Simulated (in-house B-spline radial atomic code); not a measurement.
**TDHF excitations of I7+**

Method: TDHF. Computed with a B-spline radial code for spherical atoms: linear response of the closed shell [Kr] 4d10 with bare exchange (time-dependent Hartree-Fock); scalar-relativistic (spin-free one-electron X2C), finite nucleus, no spin-orbit coupling, no double excitations, S, P, D and F terms only; shells from n = 2 respond. Only terms of natural parity with L up to 3 were computed.

Command:
```bash
python run_td.py task.json out
```
Settings (radii: box in bohr, nucleus in fm):
```
Z                        53
electrons                46
configuration            [Kr] 4d10
hamiltonian              x2c
method                   hf
box_radius               12.81
rms_radius               4.75
intervals                69
```

Cost of the run: 4.1 s on 1 thread of Arm Neoverse N1 (shared host).

The lowest states, in the order of their Tamm-Dancoff energies; the method's threshold (minus the highest occupied level) is 151.93 eV. Labels give the largest channel, * marks a mixed state, and oscillator strengths are full-response dipole values. Energies in eV:

| state | full response | Tamm-Dancoff | oscillator strength |
| --- | --- | --- | --- |
| 4d → 5s 3D | ? | ? | - |
| 4d → 5s 1D | 49.54 | 49.55 | - |
| 4d → 5p 3P | 62.66 | 62.71 | - |
| 4d → 5p 3F | 63.60 | 63.64 | - |
| 4d → 5p 1F | ? | ? | - |
| 4d → 5p 1P | 65.00 | 65.08 | 1.03 |
| 4d → 4f 3P | 75.74 | 75.79 | - |
| 4d → 4f 3F | 79.16 | 79.25 | - |
| 4d → 4f 1F | 82.13 | 82.17 | - |
| 4d → 5d 3S | 83.79 | 83.86 | - |

(1) Where does 4d → 5p 1F lie?

(2) Where does 4d → 5s 3D lie?

(3) How large is the singlet-triplet splitting of 4d → 5s (D terms) in Tamm-Dancoff?

(4) What polarisabilities and dispersion coefficient does the method give?

Answers

(1) At 64.31 eV in full response, 64.32 eV in Tamm-Dancoff.

(2) At 48.46 eV in full response, 48.49 eV in Tamm-Dancoff.

(3) 1.06 eV, from the unrounded values.

(4) Dipole 1.027 bohr³, quadrupole 1.203 bohr⁵, C6 2.835 hartree·bohr⁶ for two such species.
